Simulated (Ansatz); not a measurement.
The cluster Rb₂F₂⁺, relaxed as a quartet with UKS PBE0-D4/def2-TZVP in Ansatz, starting from the PBE0-D4/def2-TZVP geometry of the charge +1 doublet. Force threshold 0.02 eV/Å.

In the def2 sets Rb takes a core potential; there is no spin–orbit coupling. In the quartet geometry the species has come apart into loosely held pieces. The relaxation made no stability test and no search for a lower SCF solution. At PBE0-D4/def2-TZVP a doublet of charge 1 lies 6.96 eV below the quartet, each at its own geometry. The structure comes from a short search, and lower isomers may exist.

Start:

| atom | x (Å) | y (Å) | z (Å) |
| --- | --- | --- | --- |
| Rb1 | 2.4384 | -0.3112 | 0.3467 |
| Rb2 | -2.4386 | 0.3117 | -0.3447 |
| F3 | -0.1563 | -0.9250 | 0.2692 |
| F4 | 0.1565 | 0.9246 | -0.2713 |

Estimate the energy that the relaxation releases and the steps that it takes.

1.29 eV, in 23 steps; 43 s on 4 threads of Arm Neoverse V2 on a shared host. The force fell under the threshold at step 20, but the optimiser went on and released 0.002 eV more. No frequencies were taken in this run, so the end may be a saddle point.

Does the start keep its bonding and symmetry?

Bonds lost: Rb1–F3, Rb1–F4, Rb2–F3, Rb2–F4 (atoms count from 1). The end holds 3 separate pieces. Point group D2h at the start, Cs at the end, both within 0.05 Å.

Predict the relaxed structure.


```xyz
4

Rb    2.324   -1.219    1.892
Rb   -2.979   -0.542    1.140
F     0.200   -0.233   -1.622
F     0.455    1.994   -1.411
```
Bond lengths (bridged metal pairs left out): .
